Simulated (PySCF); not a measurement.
**Electron correlation in Ir²⁺ (iridium, charge +2)**

[Xe] 4f14 5d6 6s1, high-spin 6D determinant (an excited configuration). Computed with PySCF 2.14 in def2-TZVPPD with the def2 core potential (60 electrons), with a scalar-relativistic core potential. Frozen: nothing; 15 electrons correlated.

MP2 pair energies summed by pair of shells (mhartree):

```
 pair   energy  share (%)
5p-5d  -134.76       37.7
5d-5d   -93.20       26.1
5p-5p   -49.90       14.0
5d-6s   -29.62        8.3
5s-5p   -18.72        5.2
5p-6s   -14.22        4.0
5s-5d   -13.94        3.9
5s-5s    -2.63        0.7
5s-6s    -0.55        0.2
```

Total MP2 correlation energy: -357.54 mhartree.

Same-spin part -131.05 and opposite-spin part -226.50 mhartree; SCS-MP2 scales them by 1/3 and 6/5 to -315.48 mhartree.

The basis has no tight functions for the innermost shells, so their pair energies are far from complete.

This basis was not built for core-valence correlation, so the inner-shell part is incomplete.
